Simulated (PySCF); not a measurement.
B(CF3)(F)(Me), C2H3BF4, SMILES CB(F)C(F)(F)F, singlet (PBE0/def2-SVP optimised geometry):

```
10

B     -0.227    -0.493     0.000
C      1.390    -0.493     0.000
F      1.853     0.214    -1.045
F      1.935    -1.708    -0.066
F      1.852     0.097     1.117
F     -0.809    -1.676    -0.027
C     -1.052     0.821     0.000
H     -1.437     0.977    -1.025
H     -0.466     1.708     0.275
H     -1.935     0.738     0.652
```

Method: PBE0/def2-TZVP (PySCF).

**Question.** What are the frontier orbital energies and the dipole moment?

**Answer.** HOMO-2 -11.75 eV, HOMO-1 -11.40 eV, HOMO -9.47 eV, LUMO -1.29 eV, LUMO+1 0.73 eV; dipole moment 2.33 D.

Meta-Löwdin charges at PBE0/def2-TZVP: B1 0.46, C2 0.67, F3 -0.28, F4 -0.27, F5 -0.28, F6 -0.26, C7 -0.50, H8 0.16, H9 0.14, H10 0.15.
